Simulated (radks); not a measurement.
Values are calculated unless marked as measured or tabulated.
Ionisation of the calcium ion Ca2+, [Ar], to Ca3+, [Ne] 3s2 3p5, under several functionals. Non-relativistic Kohn-Sham, spin-polarised, spherical densities, point nucleus; open shells are filled with parallel spins first; a radial shooting solver on a logarithmic mesh with Libxc functionals.

| functional | E(Ca2+) (hartree) | Exc (hartree) | IE (eV) | -e(HOMO) (eV) | <r> HOMO (bohr) | IE error (eV) |
|---|---|---|---|---|---|---|
| exchange-only PBE | -675.94532 | -34.71939 | 49.614 | 41.831 | 1.264 | -1.299 |
| PBE | -676.68516 | -35.47752 | 50.909 | 43.057 | 1.259 | -0.004 |
| TPSS | -676.93626 | -35.73804 | 51.097 | 43.286 | 1.259 | +0.184 |
| XLYP | -677.08528 | -35.88203 | 50.795 | 42.946 | 1.261 | -0.118 |
| LDA (Slater exchange, Perdew-Wang correlation) | -675.06175 | -33.80899 | 50.995 | 43.119 | 1.259 | +0.082 |
| Tao-Mo meta-GGA | -676.73952 | -35.53613 | 50.958 | 43.147 | 1.260 | +0.045 |
| AM05 | -675.22412 | -33.97962 | 50.825 | 42.962 | 1.259 | -0.088 |

NIST Atomic Spectra Database: 50.913 eV (measured). Closest: PBE. The Delta-SCF values span 1.48 eV, the total energies 2.02 hartree. The highest occupied level is 3p. Open shells are spherical and high-spin; term and fine-structure splittings are not resolved.
